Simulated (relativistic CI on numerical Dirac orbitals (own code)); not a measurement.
**Hyperfine structure of I17+, mass number 129**

Computed by Dirac-Coulomb-Breit CI, separate exchange-only KLI orbitals for each configuration, model QED (radiative potential, 1s self-energy scaled to tabulated hydrogen-like ionisation energies), unscaled Slater integrals (own radial code, finite nucleus).

CI space (outside the closed core [Ar] 3d10): 4s2 4p6, 4s2 4p5 4d, 4s 4p6 4d, 4s2 4p5 4f, 4s 4p6 4f, 4s2 4p5 5s, 4s2 4p5 5p, 4p6 4d2, 4p5 4d3, 4p5 4d2 4f, 4p5 4d2 5s, 4p5 4d2 5p, 4p6 4f2, 4p5 4d 4f2, 4p5 4f3, 4p5 4f2 5s, 4p5 4f2 5p. Double excitations out of closed p, d and f shells are left out; levels of such configurations are missing from the list, as are those of other unlisted configurations, and high levels can miss mixing partners.

Nuclear spin I = 7/2, μ = 2.6165 μN, Q = -0.483 b (tables of Stone and Pyykkö). The electronic factors are computed for point nuclear moments, without core polarisation or the Bohr-Weisskopf and QED corrections.

```tsv
Level	E (cm⁻¹)	A (MHz)	B (MHz)
4s2 4p5 4d 3P°_1	624390	3193	-1950
4s2 4p5 4d 3F°_3	645326	6718	10100
4s2 4p5 4d 3P°_2	647107	3992	-273
4s2 4p5 4d 3F°_4	650139	4535	9250
4s2 4p5 4d 3D°_3	690073	3931	-4180
4s2 4p5 4d 3D°_1	726580	-2612	-2530
4s2 4p5 4d 3F°_2	751442	16980	-5390
4s2 4p5 4d 1P°_1	908909	-7958	238
```

Levels with J = 0, under 50 % of one LS term, or S terms without an open s electron are left out. Small factors come from cancelling terms and can be off by tens of per cent or more.

At this charge energies of transitions that change n are usually good to better than 1 %, and those within a shell (Δn = 0) to a few per cent.

(1) Give the hyperfine levels of 4s2 4p5 4d 3F°_3 relative to its centre of gravity.

Results:

(1) With K = F(F + 1) − I(I + 1) − J(J + 1), E = AK/2 + B[¾K(K + 1) − I(I + 1)J(J + 1)]/[2I(2I − 1)J(2J − 1)]: F = 1/2: -85310, F = 3/2: -77030, F = 5/2: -62750, F = 7/2: -41750, F = 9/2: -13020, F = 11/2: 24720, F = 13/2: 73060 MHz.

LS names give the leading component of a level, which can be under half, so a name can repeat, a term be missing and a line seem to break the LS rules.
